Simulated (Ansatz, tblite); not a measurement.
Forces on TaSi6⁺ at its PBE-D4/def2-SVP geometry. Charge 1, multiplicity 1.

In the def2 sets Ta takes a core potential; there is no spin–orbit coupling. The xTB rows come from tblite. The restricted singlet is unstable towards broken spin symmetry in Hartree–Fock (as tested in another run); at PBE-D4/def2-TZVP this wasn't settled. No other spin state of charge 1 was run. Another isomer (singlet) lies 1.08 eV lower at PBE0-D4/def2-TZVP; other spin states weren't run for this one.

GFN1-xTB (tblite), largest force 1.87 eV/Å:

```xyz
7
positions Å, forces eV/Å
Ta    0.733    1.205   -0.664    1.450    1.115   -0.407
Si    0.862    0.850    1.966    0.533   -0.059    0.557
Si   -0.382   -0.618   -1.955   -0.764   -0.907   -1.208
Si    1.650   -1.267   -1.002    0.656   -0.398    0.084
Si   -1.154    1.455    0.951   -1.321    0.586    0.883
Si    0.175   -1.175    0.884    0.126   -0.164    0.150
Si   -1.883   -0.450   -0.180   -0.679   -0.173   -0.059
```

GFN2-xTB (tblite), largest force 3.78 eV/Å:

```
Ta 1.864 2.893 -1.571
Si 0.264 -0.179 1.247
Si -0.575 -0.645 -1.354
Si 0.617 -1.126 -0.082
Si -1.137 0.854 0.751
Si 0.430 -1.075 0.881
Si -1.463 -0.722 0.129
```

PBE-D4/def2-TZVP (Ansatz), largest force 0.33 eV/Å:

```
Ta -0.158 -0.250 0.136
Si -0.118 -0.019 -0.175
Si 0.075 0.003 0.149
Si -0.171 0.123 0.024
Si 0.119 -0.116 -0.017
Si 0.028 0.131 -0.086
Si 0.226 0.128 -0.031
```
